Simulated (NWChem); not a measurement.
System: BHOIF; SMILES OB(F)I

The following NWChem deck was run.

```
start job
memory heap 200 mb stack 900 mb global 1100 mb
geometry units angstroms noautoz
  B      0.043458    -1.306237     0.000000
  F     -1.091397    -1.990373     0.000000
  I     -0.033472     0.825092     0.000000
  O      1.231196    -1.921466     0.000000
  H      1.152701    -2.884526     0.000000
end
basis spherical
  * library def2-svpd
end
ecp
  I library def2-ecp
end
dft
  xc xcamb88 1.00 lyp 0.81 vwn_5 0.19 hfexch 1.00
  cam 0.33 cam_alpha 0.19 cam_beta 0.46
  iterations 150
end
tddft
  cis
  nroots 6
  notriplet
end
task tddft energy
```

Output (shortened):

```
             Northwest Computational Chemistry Package (NWChem) 7.3.0
             --------------------------------------------------------

 CS  symmetry detected

                             Geometry "geometry" -> ""
                             -------------------------

 Output coordinates in angstroms (scale by  1.889725989 to convert to a.u.)

  No.       Tag          Charge          X              Y              Z
 ---- ---------------- ---------- -------------- -------------- --------------
    1 B                    5.0000     0.02401007    -1.32044713     0.00000000
    2 F                    9.0000    -1.12329953    -1.98348455     0.00000000
    3 I                   53.0000    -0.01350192     0.81193988     0.00000000
    4 O                    8.0000     1.20017046    -1.95753035     0.00000000
    5 H                    1.0000     1.10388344    -2.91897449     0.00000000

 Effective nuclear repulsion energy (a.u.)     288.9985627275

      Symmetry information
      --------------------

 Group name             Cs
 Group number              2
 Group order               2
 No. of unique centers     5

                                 NWChem DFT Module
                                 -----------------

 Summary of "ao basis" -> "ao basis" (spherical)
 ------------------------------------------------------------------------------
       Tag                 Description            Shells   Functions and Types
 ---------------- ------------------------------  ------  ---------------------
 B                         def2-svpd                 8       20   4s2p2d
 F                         def2-svpd                 9       23   4s3p2d
 I                         def2-svpd                13       35   5s5p3d
 O                         def2-svpd                 9       23   4s3p2d
 H                         def2-svpd                 4        8   2s2p

      Symmetry analysis of basis
      --------------------------

        a'         76
        a"         33

            General Information
            -------------------
          SCF calculation type: DFT
          Wavefunction type:  closed shell.
          No. of atoms     :     5
          No. of electrons :    48
           Alpha electrons :    24
            Beta electrons :    24
          Charge           :     0
          Spin multiplicity:     1
          Use of symmetry is: off; symmetry adaption is: on
          Maximum number of iterations: 150
          AO basis - number of functions:   109
                     number of shells:    43
          Convergence on energy requested:  1.00D-06
          Convergence on density requested:  1.00D-05
          Convergence on gradient requested:  5.00D-04

              XC Information
              --------------
                     Hartree-Fock (Exact) Exchange  1.000
                   CAM-Becke88 Exchange Functional  1.000
                      VWN V Correlation Functional  0.190 local
              Lee-Yang-Parr Correlation Functional  0.810

           Range-Separation Parameters
           ---------------------------
           Alpha           :  0.19
           Beta            :  0.46
           Gamma           :  0.33
           Short-Range HF  :     F

             Grid Information
             ----------------
          Grid used for XC integration:  medium
          Radial quadrature: Mura-Knowles
          Angular quadrature: Lebedev.
          Tag              B.-S. Rad. Rad. Pts. Rad. Cut. Ang. Pts.
          ---              ---------- --------- --------- ---------
          B                   0.85       49          12.0       434
          F                   0.50       49          12.0       434
          I                   1.40      123          12.0       590
          O                   0.60       49          13.0       434
          H                   0.35       45          13.0       434
          Grid pruning is: on
          Number of quadrature shells:   315
          Spatial weights used:  Erf1

      Superposition of Atomic Density Guess
      -------------------------------------

 Sum of atomic energies:        -546.12159700

      Non-variational initial energy
      ------------------------------

 Total energy =    -496.778898
 1-e energy   =   -1124.153106
 2-e energy   =     460.456755
 HOMO         =      -0.356336
 LUMO         =       0.024443

      Symmetry analysis of molecular orbitals - initial
      -------------------------------------------------

  Numbering of irreducible representations:

     1 a'          2 a"

  Orbital symmetries:

[...]

                                NWChem TDDFT Module
                                -------------------

            General Information
            -------------------
           No. of orbitals :     218
            Alpha orbitals :     109
             Beta orbitals :     109
        Alpha frozen cores :       0
         Beta frozen cores :       0
     Alpha frozen virtuals :       0
      Beta frozen virtuals :       0
         Spin multiplicity :       1
    Number of AO functions :     109
        Use of symmetry is : off
      Symmetry adaption is : on
         Schwarz screening :  0.10D-07

              XC Information
              --------------
              Hartree-Fock (Exact) Exchange   1.00
            CAM-Becke88 Exchange Functional   1.00
               VWN V Correlation Functional   0.19 local
       Lee-Yang-Parr Correlation Functional   0.81
           Alpha           :  0.19
           Beta            :  0.46
           Gamma           :  0.33

             TDDFT Information
             -----------------
          Calculation type : Tamm-Dancoff TDDFT
         Wavefunction type : Restricted singlets
          No. of electrons :      48
           Alpha electrons :      24
            Beta electrons :      24
              No. of roots :       6
          Max subspacesize :    5200
            Max iterations :     100
               Target root :       1
           Target symmetry : none
      Symmetry restriction : off
                 Algorithm : Optimal
        Davidson threshold :  0.10D-03

    6 smallest eigenvalue differences (eV)
--------------------------------------------------------
  No. Spin  Occ  Vir  Irrep   E(Occ)    E(Vir)   E(Diff)
--------------------------------------------------------
    1    1   24   25 a'       -0.331     0.010     9.262
    2    1   23   25 a"       -0.338     0.010     9.456
    3    1   24   26 a"       -0.331     0.036     9.977
    4    1   24   27 a'       -0.331     0.039    10.061
    5    1   23   26 a'       -0.338     0.036    10.171
    6    1   23   27 a"       -0.338     0.039    10.255
--------------------------------------------------------

  Entering Davidson iterations
  Restricted singlet excited states

  Iter   NTrls   NConv    DeltaV     DeltaE      Time
  ----  ------  ------  ---------  ---------  ---------
    1      6       0     0.86E-01   0.10+100       23.4
    2     12       0     0.33E-01   0.22E-01       23.2
    3     18       0     0.44E-01   0.46E-02       25.1
    4     24       0     0.28E-01   0.35E-02       25.3
    5     30       0     0.63E-02   0.10E-02       24.2
    6     36       1     0.23E-02   0.68E-04       25.1
    7     41       2     0.78E-03   0.63E-05       29.0
    8     45       4     0.23E-03   0.65E-06       25.5
    9     47       6     0.78E-04   0.55E-07       26.5
  ----  ------  ------  ---------  ---------  ---------
  Convergence criterion met

  Ground state a'       -498.165936715354 a.u.

  ----------------------------------------------------------------------------
  Root   1 singlet a"             0.230990092 a.u.                6.2856 eV
  ----------------------------------------------------------------------------
     Transition Moments    X  0.00000   Y  0.00000   Z -0.02466
     Dipole Oscillator Strength                    0.0000936811
     Electric Quadrupole                           0.0000000076
     Magnetic Dipole                               0.0000000953
     Total Oscillator Strength                     0.0000937840

     Occ.   24  a'  ---  Virt.   26  a"       0.99703
  ----------------------------------------------------------------------------
  Root   2 singlet a'             0.231203055 a.u.                6.2914 eV
  ----------------------------------------------------------------------------
     Transition Moments    X -0.31987   Y  0.01206   Z -0.00000
     Dipole Oscillator Strength                    0.0157934836
     Electric Quadrupole                           0.0000000711
     Magnetic Dipole                               0.0000000128
     Total Oscillator Strength                     0.0157935676

     Occ.   24  a'  ---  Virt.   25  a'       0.84419
     Occ.   24  a'  ---  Virt.   27  a'       0.39827
     Occ.   24  a'  ---  Virt.   28  a'       0.08705
     Occ.   24  a'  ---  Virt.   30  a'       0.14571
     Occ.   24  a'  ---  Virt.   31  a'      -0.24989
     Occ.   24  a'  ---  Virt.   32  a'      -0.13797
     Occ.   24  a'  ---  Virt.   34  a'       0.08544
     Occ.   24  a'  ---  Virt.   36  a'      -0.05075
  ----------------------------------------------------------------------------
  Root   3 singlet a"             0.236569320 a.u.                6.4374 eV
  ----------------------------------------------------------------------------
     Transition Moments    X -0.00000   Y  0.00000   Z -0.35164
     Dipole Oscillator Strength                    0.0195017095
     Electric Quadrupole                           0.0000001319
     Magnetic Dipole                               0.0000000453
     Total Oscillator Strength                     0.0195018867

[...]
```

Level: CAM-B3LYP/def2-SVPD with def2 effective core potentials on I, TDA. Geometry: optimised at PBE0/def2-SVP. Not confirmed as a minimum by frequencies. def2 effective core potentials on I; no spin-orbit coupling.
